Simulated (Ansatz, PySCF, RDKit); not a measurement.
Pair of molecules: AsH3 (SMILES [AsH3]) (first 4 atoms) with H2Se (SMILES [SeH2]); geometry from B3LYP-D3(BJ)/def2-TZVP, rigid monomers moved along the line of their centres of mass till As1···Se5 is 4.29 Å.
(charge 0, multiplicity 1):
```xyz
7

As    -0.18873    -0.11764    -0.35513
H     -0.15344    -0.09021    -1.88061
H      1.30997     0.13333    -0.25092
H     -0.50743     1.36942    -0.26977
Se    -0.01753    -0.58597     3.90306
H     -1.46134    -0.65454     3.64085
H     -0.24809    -0.07712     5.26490
```

Interaction energies are E(AB) − E(A) − E(B) at the monomers' geometry in the complex; basis-set methods are counterpoise corrected. RDKit's UFF carries no charges.

Rows in 6-31G* carry no dispersion term and start afresh at each structure (6-31G* with six Cartesian d functions); the Pople sets are all-electron and without relativity.

The values were computed with Ansatz (an electronic-structure program) with Gaussian orbitals; PySCF for 6-31G* rows, the dispersion terms; RDKit for the force fields. Values without a source in brackets are computed.

Question: One of these levels gives -0.48 kcal/mol for the interaction energy. Which one is it?
(A) PBE-D4/def2-TZVPPD
(B) UFF
(C) r2SCAN-D4/def2-TZVPPD
(D) HF/6-31G*

Answer: B, UFF. The others give -0.15 (HF/6-31G*), -1.29 (PBE-D4/def2-TZVPPD), -0.91 (r2SCAN-D4/def2-TZVPPD)
